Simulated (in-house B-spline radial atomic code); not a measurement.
Ionising the phosphorus ion P⁵⁺ with different functionals

Computed with a radial B-spline atomic code at the basis-set limit: non-relativistic Hamiltonian, point nucleus, spin-polarised at highest spin, spherical fractional occupations for the functionals, and exact exchange of hybrids averaged over the configuration. The ionisation energy is the difference of two self-consistent energies, [He] 2s2 2p6 → [He] 2s2 2p5, without Breit or QED terms; ε is the level of the shell that loses the electron (its least bound occupied spin orbital).

| method | rung | ΔSCF (eV) | -ε(2p) (eV) |
| --- | --- | --- | --- |
| PBE0 | global hybrid | 220.72 | 205.77 |
| B3LYP | global hybrid | ? | ? |
| TPSSh | global hybrid | 221.16 | 202.69 |
| M06-2X | global hybrid | 219.81 | 211.67 |
| BHandHLYP | global hybrid | 220.67 | 211.73 |
| r2SCAN0 | global hybrid | 221.98 | 207.36 |
| B97-1 | global hybrid | 220.82 | 204.90 |
| HSE06 | range-separated hybrid | 220.69 | 205.30 |
| wB97X | range-separated hybrid | 220.58 | 207.20 |
| CAM-B3LYP | range-separated hybrid | 220.89 | 206.79 |
| LC-wPBE | range-separated hybrid | ? | ? |

Task: What does B3LYP give?

Result: ΔSCF 220.98 eV, and -ε(2p) = 204.83 eV.

Task: What does LC-wPBE give?

Result: ΔSCF 220.82 eV, and -ε(2p) = 205.80 eV.

Task: Among the functionals, which spreads more, the ΔSCF values or the orbital energies?

Result: The orbital energies: ΔSCF values span about 2.16 eV and the orbital energies 9.04 eV; here energy differences depend much less on the functional than eigenvalues do.

Task: How do they compare with the NIST value?

Result: NIST lists 220.43 eV ± 0.005 (semi-empirical, ground level to ground level). Errors run from -0.62 to +1.55 eV; wB97X is closest (+0.15 eV), but part of that can be cancellation, since the calculations leave out relativity, Breit-QED terms, multiplet and fine-structure energies.
